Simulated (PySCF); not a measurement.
Ligands exchanged one at a time, Sn Br-OCH3. Isolated molecules, 0 K electronic values unless said otherwise. One relaxed conformer stands for each flexible species; it need not be the lowest. Strings in code marks are SMILES.

The HOMO–LUMO gap from two functionals at the same geometries (CAM-B3LYP-D3(BJ)/def2-SVP), both in PySCF: PBE-D3(BJ)/def2-TZVP and TPSSh-D3(BJ)/def2-TZVP. 

```csv
species,TPSSh-D3(BJ)/def2-TZVP (eV)
0 of 4 Br replaced by OCH3,4.24
1 of 4 Br replaced by OCH3 (`C[O][Sn]([Br])([Br])[Br]` (C–O–Sn–Br torsion 61°)),4.15
"2 of 4 Br replaced by OCH3 (`[Br][Sn]([O]C)([O]C)[Br]` (C–O–Sn–Br torsion -174°, Br–Sn–O–C torsion 65°))",4.44
3 of 4 Br replaced by OCH3 (`[Br][Sn]([O]C)([O]C)[O]C`),4.73
```

### Question
What does PBE-D3(BJ)/def2-TZVP give for each?

### Answer

- 0 of 4 Br replaced by OCH3: 3.23
- 1 of 4 Br replaced by OCH3 (`C[O][Sn]([Br])([Br])[Br]` (C–O–Sn–Br torsion 61°)): 2.99
- 2 of 4 Br replaced by OCH3 (`[Br][Sn]([O]C)([O]C)[Br]` (C–O–Sn–Br torsion -174°, Br–Sn–O–C torsion 65°)): 3.24
- 3 of 4 Br replaced by OCH3 (`[Br][Sn]([O]C)([O]C)[O]C`): 3.48
Over these rows, drawn at random from the members with no instability flagged (it was tested for open shells, ions and some series alone), PBE minus TPSSh-D3(BJ): mean -1.15 eV, from -1.25 eV to -1.01 eV.
